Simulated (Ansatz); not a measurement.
Abridged output of a molecular run in Ansatz:

```
Functional definition: HF
  name "HF"
  cite "Fock, Z. Phys. 61, 126 (1930) doi:10.1007/BF01340294"
  parent pbe
  exchange = exact_x
  correlation = 0
1108 factors; integrals over basis functions are off by at most 1.1e-3 eV
mean field evaluation 1: about -25892.8401 eV, gradient 4.5e1 eV
mean field evaluation 2: about -25892.8448 eV, gradient 4.5e1 eV
mean field evaluation 4: about -25897.4410 eV, gradient 5.8e0 eV
mean field evaluation 8: about -25897.5367 eV, gradient 1.1e-1 eV
mean field evaluation 16: about -25897.5159 eV, gradient 2.5e0 eV
mean field -25897.53678785 eV, -951.7169229724 hartree, gradient 1.4e-6 eV, S^2 0.000000; 0 other end points of the search recorded, 0 dependent functions left out
14 core orbitals not correlated: weight in the atoms' cores, before any rotation towards them, 1.000 or more for the frozen orbitals, at most 0.000 for the correlated occupied ones
reference -25897.53678785 eV, -951.7169229724 hartree; 17, 17 occupied and 81, 81 virtual orbitals, 1108 factors
second order -22.71978828 eV of doubles, -0.00000000 eV of singles
cycle   1  -23.05887375 eV  change   -3.4e-1 eV  update   1.1e-1
cycle   2  -23.64030695 eV  change   -5.8e-1 eV  update   3.2e-2
cycle   3  -23.77519294 eV  change   -1.3e-1 eV  update   1.5e-2
cycle   4  -23.77665198 eV  change   -1.5e-3 eV  update   4.0e-3
cycle   5  -23.77938337 eV  change   -2.7e-3 eV  update   1.7e-3
cycle   6  -23.77980575 eV  change   -4.2e-4 eV  update   4.5e-4
cycle   7  -23.77973831 eV  change    6.7e-5 eV  update   1.6e-4
cycle   8  -23.77978901 eV  change   -5.1e-5 eV  update   4.4e-5
cycle   9  -23.77978305 eV  change    6.0e-6 eV  update   1.5e-5
perturbative correction -0.74126066 eV, -0.0272408269 hartree
Total energy: -25922.05783155 eV, -952.6180547077 hartree
```

Its atoms:

```xyz
10

N    -0.460    2.661   -1.247
C    -0.241    1.704   -0.644
Si    0.083    0.140    0.302
N     1.265   -0.634   -0.617
N    -1.241   -0.880    0.517
Cl    0.587    0.792    2.178
H     1.605   -1.548   -0.364
H     1.933   -0.108   -1.155
H    -1.873   -0.764    1.291
H    -1.658   -1.362   -0.262
```

Problem. Which basis set was used?
A. def2-SVP
B. cc-pV(T+d)Z
C. cc-pV(Q+d)Z
D. def2-TZVPPD

Solution. A. It gives 112 functions.

Problem. Write the keys of the input that set method, charge and spin (a neutral closed shell needs none for the last two).

Solution. 
```yaml
correlation: {method: ccsd_t}
```
